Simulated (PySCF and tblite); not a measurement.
The numbers below are computed, except where a source is named.
C6H6GeS, numbered as in [CH:1]#[C:2][c:3]1[cH:4][s:5][cH:6][c:7]1[GeH3:8].

First level. Conformers came from 45 starts (ETKDG and KDG, UFF, GFN2-xTB); geometries are GFN2-xTB. Free energies are PBE0-D3(BJ)/pcSseg-1 single points with GFN2-xTB rigid-rotor and vibrational terms (modes under about 100 cm⁻¹ blended into free rotors). Symmetry numbers and mirror images are counted. Conformers within 2.5 kcal/mol (GFN2-xTB free energy) were kept, 3 at most. GIAO shieldings: PBE0/pcSseg-1. Shifts are against TMS (¹H), TMS (¹³C) at the same level. Codes: tblite and PySCF.

It gives, at 298.15 K, with 1 conformer (largest weight 100 %): ¹H: 7.58 (H4, 1H), 7.27 (H6, 1H), 4.16 (H8, 3H), 2.89 (H1, 1H) ppm. ¹³C: 141.1 (C4), 140.3 (C6), 139.0 (C7), 130.0 (C3), 89.0 (C1), 83.6 (C2) ppm.

Second level: GFN2-xTB geometries, energies LC-wPBE-D3(BJ)/pcSseg-1 (IEF-PCM, dimethylsulfoxide), shieldings LC-wPBE/pcSseg-1 (IEF-PCM, dimethylsulfoxide), on up to 3 of the same conformers.

(1) How do the averaged shifts change?

Spin–orbit effects of the heavy atoms on shieldings are missing. Shifts are unscaled: against experiment ¹³C can be off by 15 ppm or more and ¹H by 0.8 ppm.

## Answers

(1) 
| signal | first | second | change (ppm) |
| --- | --- | --- | --- |
| H1 | 2.89 | 3.31 | 0.41 |
| H4 | 7.58 | 8.08 | 0.50 |
| H6 | 7.27 | 7.79 | 0.51 |
| H8 | 4.16 | 4.05 | -0.11 |
| C1 | 89.0 | 95.7 | 6.6 |
| C2 | 83.6 | 86.5 | 2.8 |
| C3 | 130.0 | 133.6 | 3.6 |
| C4 | 141.1 | 152.2 | 11.1 |
| C6 | 140.3 | 151.0 | 10.7 |
| C7 | 139.0 | 141.9 | 3.0 |
